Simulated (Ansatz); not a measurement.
`[NH2][Al]([NH2])[SH]` and `C[O][Al]([NH2])[NH2]` differ in one atom or group.

Ansatz, PBE0-D4/def2-TZVP geometries, multiplicity 1. Each molecule was computed in one conformer, which needn't be the lowest.

```json
{"property": "HOMO energy (PBE0/def2-TZVPP) / eV", "`[NH2][Al]([NH2])[SH]`": "-7.12"}
{"property": "size of the dipole moment (PBE/def2-TZVPP) / D", "`[NH2][Al]([NH2])[SH]`": "2.09"}
{"property": "HOMO energy (B3LYP/def2-TZVPP) / eV", "`[NH2][Al]([NH2])[SH]`": "-6.86"}
{"property": "HOMO–LUMO gap (PBE/def2-TZVPP) / eV", "`[NH2][Al]([NH2])[SH]`": "4.90"}
{"property": "HOMO–LUMO gap (ωB97M-V/def2-TZVPP) / eV", "`[NH2][Al]([NH2])[SH]`": "10.87"}
{"property": "LUMO energy (B3LYP/def2-TZVPP) / eV", "`[NH2][Al]([NH2])[SH]`": "-0.30"}
```

Problem. What does the change do to each property? (An estimate is asked.)

Solution. The calculation gave: 
```csv
property,`C[O][Al]([NH2])[NH2]`,shift
HOMO energy (PBE0/def2-TZVPP) / eV,-6.90,0.22
size of the dipole moment (PBE/def2-TZVPP) / D,1.17,-0.92
HOMO energy (B3LYP/def2-TZVPP) / eV,-6.64,0.22
HOMO–LUMO gap (PBE/def2-TZVPP) / eV,4.80,-0.10
HOMO–LUMO gap (ωB97M-V/def2-TZVPP) / eV,10.92,0.05
LUMO energy (B3LYP/def2-TZVPP) / eV,-0.14,0.16
```

With PBE0 the HOMO rises by 0.22 eV and the LUMO rises by 0.16 eV, so the gap narrows by about 0.06 eV. PBE moves the HOMO by 0.24 eV and ωB97M-V by 0.10 eV. The zero-point energy changes by 85.2 kJ/mol with +9 modes. Dipoles are sizes alone; their direction can turn.

B3LYP here is the variant with VWN-RPA as its local correlation; programs differ in this.
